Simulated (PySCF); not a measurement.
An unknown shows these calculated signals:

1H NMR (500 MHz, computed): δ 4.96 (m, 1H), 4.63 (m, 1H), 2.55 (m, 2H), 2.05 (m, 2H), 2.01 (m, 2H).

13C{1H} NMR (computed): δ 134.4 (C), 70.9 (C), 54.4 (CH2), 31.4 (CH2).

[PySCF 2.14: shieldings: GIAO PBE0/pcSseg-1; GFN2-xTB geometry; non-relativistic; no solvent model; one conformer; averaged over atoms made equivalent by symmetry, fast rotation or ring inversion]

δ = σ(ref) − σ, references computed at the same level: 1H, 13C vs TMS.

Which of these does the molecule contain: an S-methyl group, a CF3 group, a C≡C triple bond, a Si–H bond, an ester?

## Answers


- An S-methyl group: no.
- A CF3 group: yes (δC 134.4).
- A C≡C triple bond: no.
- A Si–H bond: yes (δH 4.63 (m), 4.96 (m)).
- An ester: no.

The data belong to SMILES FC(F)(F)CC1(Cl)C[SiH2]C1, C5H8ClF3Si; they needn't prove each group on their own.

Carbon signals by region: 1 in the sp2 and nitrile region (100–160 ppm), 2 at 50–100 ppm, 1 below 50 ppm.

Carbons that carry Cl, above all several Cl atoms, come out too deshielded, partly because spin–orbit coupling is missing. Splittings by 19F in the carbon and heteronuclear signals aren't shown, as no couplings were computed. Shifts are as computed. Against solution values, carbons near 30 ppm lie about +3 ppm off and those near 130 ppm about +5 ppm; carbons on Cl a further +6 ppm. Of 1309 compounds with measured shifts, 239 miss one by over three times the rms of a fit or turn the order of signals round; such compounds aren't used in these exercises. Multiplicities follow the n + 1 count of equivalent neighbours, as no J values were calculated; m marks all less simple cases, F and P coupling included.
